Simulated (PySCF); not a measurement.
## Electronic structure of Ru⁺ (ruthenium, charge +1) at the UHF level

Configuration: [Kr] 4d7, high-spin 4F determinant. Calculation: PySCF 2.14, in aug-cc-pVDZ-PP with ECP28MDF; a scalar-relativistic core potential.

```json
{
 "Total energy": "-93.581036 hartree",
 "One-electron energy": "-160.4780 hartree",
 "Hartree (Coulomb) energy": "76.2821 hartree",
 "Exchange energy": "-9.3851 hartree",
 "⟨S²⟩": "3.7550",
 "⟨L²⟩": "12.043",
 "Sum of ⟨r⟩": "20.40 bohr",
 "Sum of ⟨r²⟩": "33.53 bohr²",
 "Time after the integrals": "0.27 s of wall time on 1 thread of Neoverse-V1 (shared host)"
}
```

```json
{"shell": "4s α", "electrons": "1", "mean orbital energy (hartree)": "-3.80611", "spread (hartree)": "0", "rms radius, mean of both spins (bohr)": "1.10"}
{"shell": "4s β", "electrons": "1", "mean orbital energy (hartree)": "-3.62206", "spread (hartree)": "0", "rms radius, mean of both spins (bohr)": "1.10"}
{"shell": "4p α", "electrons": "3", "mean orbital energy (hartree)": "-2.54276", "spread (hartree)": "0", "rms radius, mean of both spins (bohr)": "1.22"}
{"shell": "4p β", "electrons": "3", "mean orbital energy (hartree)": "-2.30875", "spread (hartree)": "0", "rms radius, mean of both spins (bohr)": "1.22"}
{"shell": "4d α", "electrons": "5", "mean orbital energy (hartree)": "-0.69718", "spread (hartree)": "0.03677", "rms radius, mean of both spins (bohr)": "1.78"}
{"shell": "4d β", "electrons": "2", "mean orbital energy (hartree)": "-0.60770", "spread (hartree)": "0", "rms radius, mean of both spins (bohr)": "1.78"}
```

Energies and moments cover only the electrons outside the core potential.
